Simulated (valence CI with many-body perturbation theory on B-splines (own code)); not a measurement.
**Cs23+ in brief**

Level of theory: valence CI with perturbative core correlation (CI+MBPT): four valence electrons over a frozen Dirac-Fock core [Ar] 3d10, a basis of 11 s, 11 p, 9 d, 7 f, 5 g, 2 h, 1 i functions for each j, with the one-electron correlation potential Σ1 (screened to all orders), the two-electron term Σ2, the three-electron term Σ3, Breit, model QED; selected single and double excitations, second order for the rest (own B-spline code, finite nucleus).

No measured levels were compared; by estimate levels hold to about 250 cm⁻¹ or 0.2 % of their energy and the worst to 1 %, as in measured heavy ions of charge 2 to 7; those with d or f electrons hold less well.

Levels are named by their leading jj configuration (3d3/2^4 stands for four electrons in 3d with j = 3/2), which in mixed levels can hold well under half, so a name can repeat and another be missing.

Rates and lifetimes use the calculated energies. Strong lines usually hold to 10 to 20 %, long lifetimes can be off by a factor of two.

Problem. What is the ground level?

Solution. (4s^2 4p1/2^2) J=0, composition 76 % 4s²4p² ³P + 22 % 4s²4p² ¹S.

Problem. Name the longest-lived excited levels whose lifetime is computed, and their main decay.

Solution. (4s^2 4p1/2 4p3/2) J=2 at 148490 cm⁻¹ lives 3.74 ms, mostly by E2 to (4s^2 4p1/2^2) J=0; (4s^2 4p3/2 4d5/2) J=4 at 1026700 cm⁻¹ lives 35.6 μs, mostly by M1 to (4s^2 4p1/2 4d5/2) J=3; (4s^2 4p1/2 4p3/2) J=1 at 127900 cm⁻¹ lives 34.4 μs, mostly by M1 to (4s^2 4p1/2^2) J=0.

Problem. Where does the other parity begin?

Solution. At (4s 4p1/2^2 4p3/2) J=2, 537760 cm⁻¹.

Problem. What is the ionisation energy?

Solution. 754.67 eV; NIST lists 753 ± 4 eV (theoretical).

Problem. What are the static dipole polarisabilities of the lowest levels?

Solution. (4s^2 4p1/2^2) J=0 0.173; (4s^2 4p1/2 4p3/2) J=1 0.185 (tensor 0.0072); (4s^2 4p1/2 4p3/2) J=2 0.184 (tensor 0.0099) bohr³, of which the core gives 0.0105.
